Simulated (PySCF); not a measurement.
**Excitation energy of B²⁺ by level of theory**

B²⁺ [He] 2s1 (2S) → B²⁺ [He] 3d1 (2D), as a difference of total energies. Calculation: PySCF 2.14, in aug-cc-pVQZ (6s5p4d3f2g, 80 functions); no relativity, point nucleus. The calculations carry no spin-orbit coupling.

```json
{"method": "UHF", "excitation energy (cm⁻¹)": "195460"}
{"method": "LDA", "excitation energy (cm⁻¹)": "191710"}
{"method": "PBE", "excitation energy (cm⁻¹)": "190810"}
{"method": "PBE0", "excitation energy (cm⁻¹)": "192230"}
{"method": "r2SCAN", "excitation energy (cm⁻¹)": "190730"}
{"method": "B3LYP", "excitation energy (cm⁻¹)": "192480"}
{"method": "wB97X-V", "excitation energy (cm⁻¹)": "193590"}
{"method": "CAM-B3LYP", "excitation energy (cm⁻¹)": "195190"}
{"method": "M06", "excitation energy (cm⁻¹)": "185520"}
```

The promoted electron is Rydberg-like, and one or two diffuse shells describe it only roughly, which tends to raise the upper state.
